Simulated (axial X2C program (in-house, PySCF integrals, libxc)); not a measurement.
# What spin–orbit coupling does to AlI⁻

All values were computed with an in-house all-electron X2C program for linear molecules (integrals from PySCF). Spin-free means the one-electron spin-free X2C Hamiltonian; two-component (2c) means X2C with spin–orbit coupling and atomic mean-field two-electron Coulomb and Gaunt terms, so the difference of the two also holds small scalar two-electron terms. Basis: I dyall-acv3z [12s13p9d5f1g], Al dyall-av3z [9s9p3d2f] (cores contracted in-house); Gaussian nuclei, density fitting, unrestricted open shells. Masses: I 126.904 u, Al 26.982 u.

Spin-free state: M_S = 1/2, Λ = 1 (beyond evenly filled blocks: π+α); fragments I- + Al.

| level | Re (Å) | ωe (cm⁻¹) | De (eV) | μ (D) |
| --- | --- | --- | --- | --- |
| PBE0 | 2.763 | 208.7 | 1.189 | -5.79 |
| HF | 2.884 | 164.4 | 0.674 | -4.98 |
| MP2 | 2.776 | 202.6 | 1.128 | n/a |
| CCSD | 2.799 | 193.6 | 1.070 | n/a |
| CCSD(T) | 2.789 | 198.5 | 1.129 | n/a |
| PW91 | 2.770 | 206.5 | 1.249 | -6.05 |

Correlated methods: 11 electrons correlated (number of frozen shells: I 4 s, 3 p, 2 d; Al 2 s, 1 p), 281 virtual spin orbitals or spinors in MP2, 90 natural virtuals in coupled cluster.

Dipoles are positive if Al is the positive end and refer to the centre of mass.

Task: Within this multiplet, which Ω should lie lowest by the rule for regular and inverted multiplets?

Result: The open π shell holds one electron, so the multiplet is regular: Ω = Λ − 1/2 = 1/2. The PBE0 2c search agrees, though Ω = 3/2 of the search lies only 0.04 eV higher.

Two-component determinant lowest at the distance of the search:

Ω = 1/2 (⟨Sz⟩ = -0.50, ⟨Lz⟩ = 1.00 at HF); fragments I- + Al.

```json
{"level": "PBE0", "Re (Å)": "2.762", "ωe (cm⁻¹)": "209.5", "De (eV)": "1.208", "μ (D)": "-5.82"}
{"level": "HF", "Re (Å)": "2.882", "ωe (cm⁻¹)": "165.4", "De (eV)": "0.638", "μ (D)": "-5.01"}
{"level": "MP2", "Re (Å)": "2.774", "ωe (cm⁻¹)": "203.6", "De (eV)": "1.141", "μ (D)": "n/a"}
{"level": "CCSD", "Re (Å)": "2.797", "ωe (cm⁻¹)": "194.5", "De (eV)": "1.077", "μ (D)": "n/a"}
{"level": "CCSD(T)", "Re (Å)": "2.788", "ωe (cm⁻¹)": "199.4", "De (eV)": "1.138", "μ (D)": "n/a"}
{"level": "PW91", "Re (Å)": "2.770", "ωe (cm⁻¹)": "207.1", "De (eV)": "1.270", "μ (D)": "-6.07"}
```

Task: From the two tables, how do the constants change at the CCSD(T) level (2c against spin-free)?

Result: At the CCSD(T) level Re decreases by 0.001 Å and ωe goes up by 0.9 cm⁻¹; De is not compared, since the atomic limits differ or miss part of their spin–orbit lowering.

The state is a single determinant with fixed occupations, the lowest that a limited PBE0 search found. Dissociation energies refer to the lowest single-determinant-based atoms at the same level and basis. Density functionals use the spin component along the axis (collinear). Coupled cluster ran in a truncated set of natural virtual spinors; the MP2 energy of the rest was added. (T) has no such correction and the atoms are truncated less, which lowers De at CCSD(T) by a hundredth of an eV or more. The 2c atoms are single determinants rather than J levels; their spin–orbit lowering is only partly caught, and De is too large by that part. This holds for PBE0, MP2, CCSD, CCSD(T), PW91. Without a current term, density functionals place determinants with orbital angular momentum somewhat too high. The highest occupied level of some functionals is positive through self-interaction error; at Hartree–Fock it is bound. Hartree–Fock gets electron affinities wrong, so its lowest charge split need not be the true one.
